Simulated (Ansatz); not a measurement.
CH7AlN2O (`C[NH][Al]([NH2])[OH]`). Charge 0, multiplicity 1. All single points use the PBE0-D4/def2-TZVP geometry. It is one conformer, not always the lowest.

```xyz
12

C     0.862    1.303    1.038
N    -0.238    0.995    0.151
Al   -0.616   -0.553   -0.619
N     0.397   -1.974   -0.360
O    -1.961   -0.750   -1.637
H     0.526    1.637    2.028
H     1.526    2.078    0.634
H     1.477    0.414    1.198
H    -0.825    1.798   -0.011
H     1.226   -2.017    0.207
H     0.211   -2.869   -0.779
H    -2.586   -0.062   -1.850
```

**Question.** What is the dipole moment at B3LYP/def2-TZVPP? (Best estimate.)

**Answer.** Ansatz gave: 1.38 D, with components (0.31, 1.20, 0.61) D in this frame, pointing from negative to positive charge.

**Question.** And with PBE, r2SCAN, ωB97M-V? (Best estimate.)

**Answer.** Ansatz gave: PBE 1.31 D, r2SCAN 1.35 D, ωB97M-V 1.38 D.

**Question.** Give the Mulliken charges with B3LYP, ωB97M-V, r2SCAN in def2-TZVPP. (Estimate.)

**Answer.** The calculation gave: 
```
atom  B3LYP  ωB97M-V  r2SCAN
  C1  -0.17    -0.22   -0.03
  N2  -0.33    -0.32   -0.37
 Al3   0.59     0.60    0.63
  N4  -0.44    -0.40   -0.49
  O5  -0.42    -0.40   -0.44
  H6   0.09     0.11    0.05
  H7   0.09     0.11    0.05
  H8   0.07     0.09    0.03
  H9   0.10     0.08    0.12
 H10   0.12     0.09    0.14
 H11   0.13     0.11    0.15
 H12   0.16     0.15    0.18
```

B3LYP here is the variant with VWN-RPA as its local correlation; programs differ in this.
